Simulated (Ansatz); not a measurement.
Relative stability

The two ends of one reaction step of SnH5ClO, closed shell (PBE0-D4/def2-TZVP).

A:

```
8
angstrom
Sn -0.9944 -0.3138 -0.5574
O 0.3107 -0.2488 0.9524
H -0.1039 -1.0903 -1.7694
H -1.4212 1.2938 -0.9193
H -2.3202 -1.2168 0.0172
H 1.7486 0.4370 0.5147
Cl 2.8189 1.0226 -0.0071
H -0.0386 0.1163 1.7689
```

B:

```
atom    x (Å)    y (Å)    z (Å)
 Sn1  -0.6308   0.2440  -1.0489
  O2   0.7332  -0.9323   1.4665
  H3  -0.0104  -1.2897  -1.4092
  H4  -1.2245   1.0293  -2.4448
  H5  -1.7620   0.3170   0.2132
  H6   1.3513  -0.2069   1.3222
 Cl7   1.1882   1.6122  -0.4336
  H8   0.3550  -0.7737   2.3346
```

Ansatz 0.2.0; basis: def2-TZVPP; cores frozen in the correlated methods. Filled d shells of the heavier atoms are correlated. Core potentials replace the inner electrons of the atoms past krypton. The def2 sets are not built for correlating such inner shells, so the correlated values are less sure here. B3LYP uses VWN-RPA correlation.

(1) Which structure is lower at CCSD(T), and by how much? (An estimate is asked for; the value comes from the calculation.)

T1 diagnostic: at most 0.013.

Answers

(1) By the calculation: B, by 64.1 kJ/mol (electronic energy, against the other). By their contacts, A is a complex of SnH₄O ([OH][SnH3]) + HCl and B is a complex of SnH₃Cl ([Cl][SnH3]) + H₂O.

All methods give the same order:

```
      method  E(B) − E(A) (kJ/mol)
       SPW92                 -52.8
      PBE-D4                 -60.3
     BLYP-D4                 -57.4
   r2SCAN-D4                 -63.9
      B97M-V                 -69.1
     PBE0-D4                 -67.8
    B3LYP-D4                 -63.6
  r2SCAN0-D4                 -70.0
    BHLYP-D4                 -72.1
CAM-B3LYP-D4                 -61.3
     wB97X-V                 -67.0
     wB97M-V                 -70.5
      B2PLYP                 -62.2
    PBE-QIDH                 -68.6
  RPA on PBE                 -61.1
          HF                 -82.1
         MP2                 -63.3
        CCSD                 -66.9
     CCSD(T)                 -64.1
```

Labels in which every atom is bracketed show which atoms are joined, not bond orders.

For scale, one of the runs: CCSD(T)/def2-TZVPP, 193 basis functions, launched by `ansatz run in.yaml --threads 4 --pin off --events-out ev --progress --plain --max-ram 9574MiB`. Hardware: 4 CPU threads of an AMD EPYC, shared host. Wall time 110 s; peak host memory 2.4 GiB.
